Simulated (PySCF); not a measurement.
Platinum: highly charged ions in a basis for the neutral atom

Pt(13+) [Kr] 4d10 4f14 5s2 5p3, Pt(14+) [Kr] 4d10 4f14 5s2 5p2. Calculation: PySCF 2.14, in cc-pVTZ-PP with ECP60MDF (5s5p4d2f1g, 63 functions); scalar relativity through the core potential. No spin-orbit coupling, so a gap to NIST mixes the basis error with missing relativistic terms.

Changed run: basis of the neutral atom used for a highly charged ion. This setting is unsound on purpose.

| species | method | sound run (hartree) | changed run (hartree) | converged |
| --- | --- | --- | --- | --- |
| Pt(13+) | UHF | not run | -66.01470 | yes |
| Pt(14+) | UHF | not run | -55.20996 | yes |

Ionisation energy of Pt(13+):

| method | changed run (eV) | NIST (eV) |
| --- | --- | --- |
| UHF | 294.01 | 293 ± 15 |
| PBE0 | 294.67 | 293 ± 15 |

The contracted functions were made for the neutral atom and can be too rigid for a highly charged ion.
